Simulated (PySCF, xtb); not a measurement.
C₂H₆O₃Si, SMILES O[Si]1(O)COC1. The values are those of a single conformer.

Harmonic wavenumbers (cm⁻¹) from xtb with GFN2-xTB at its own minimum, in rising order: 89, 103, 204, 222, 237, 255, 354, 510, 684, 705, 740, 780, 802, 820, 921, 952, 983, 1025, 1134, 1148, 1225, 1232, 1475, 1481, 2917, 2918, 2941, 2945, 3650, 3670.

Problem. What does PySCF with r2SCAN-D4/def2-SVP give at its own minimum? (An estimate is asked for; the answer gives what the named calculation found.)

Solution. 61, 67, 243, 243, 264, 269, 306, 470, 676, 695, 716, 764, 780, 809, 889, 945, 978, 1010, 1157, 1184, 1212, 1243, 1436, 1462, 2990, 2999, 3085, 3086, 3878, 3888. Paired by order, the mean absolute difference is 48 cm⁻¹ and the zero-point energies are 53.1 and 54.0 kcal/mol.
